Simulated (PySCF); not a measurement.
Input for PySCF: D3(BJ) and D4 dispersion corrections on Cl2H2 (a complex).

```python
from pyscf import gto
from pyscf.dispersion import dftd3, dftd4

mol = gto.M(
    atom='''
    Cl   -0.16304302    0.37938654   -0.10163354
    H     0.96354067   -0.22873307   -0.19614664
    Cl    0.37861971    0.13707633    3.59988699
    H     0.00556991    0.32240905    2.38102739
    ''',
    basis='def2-svp',
    charge=0, spin=0, verbose=0, max_memory=1800)
d3, d4 = {}, {}
for xc in ['hf', 'pbe', 'blyp', 'revpbe', 'tpss', 'r2scan', 'b3lyp', 'pbe0', 'bhlyp', 'camb3lyp', 'b2plyp']:
    d3[xc] = float(dftd3.DFTD3Dispersion(mol, xc=xc, version='d3bj', atm=False).get_dispersion()['energy'])
    print(f'D3(BJ) {xc:10s} {d3[xc]:14.8f} Eh')
for xc in ['hf', 'pbe', 'blyp', 'revpbe', 'tpss', 'r2scan', 'b3lyp', 'pbe0', 'bhlyp', 'camb3lyp', 'b2plyp']:
    d4[xc] = float(dftd4.DFTD4Dispersion(mol, xc={'camb3lyp': 'cam-b3lyp'}.get(xc, xc), atm=True).get_dispersion()['energy'])
    print(f'D4     {xc:10s} {d4[xc]:14.8f} Eh')
```

Output:

```
D3(BJ) hf            -0.01133071 Eh
D3(BJ) pbe           -0.00164916 Eh
D3(BJ) blyp          -0.00349873 Eh
D3(BJ) revpbe        -0.00404457 Eh
D3(BJ) tpss          -0.00214127 Eh
D3(BJ) r2scan        -0.00050324 Eh
D3(BJ) b3lyp         -0.00285487 Eh
D3(BJ) pbe0          -0.00148620 Eh
D3(BJ) bhlyp         -0.00218619 Eh
D3(BJ) camb3lyp      -0.00141731 Eh
D3(BJ) b2plyp        -0.00134524 Eh
D4     hf            -0.00413477 Eh
D4     pbe           -0.00134655 Eh
D4     blyp          -0.00284202 Eh
D4     revpbe        -0.00380040 Eh
D4     tpss          -0.00182714 Eh
D4     r2scan        -0.00037042 Eh
D4     b3lyp         -0.00214119 Eh
D4     pbe0          -0.00118401 Eh
D4     bhlyp         -0.00162937 Eh
D4     camb3lyp      -0.00122609 Eh
D4     b2plyp        -0.00097841 Eh
```

The run finished.

Cost: roughly 0.06 core-seconds.
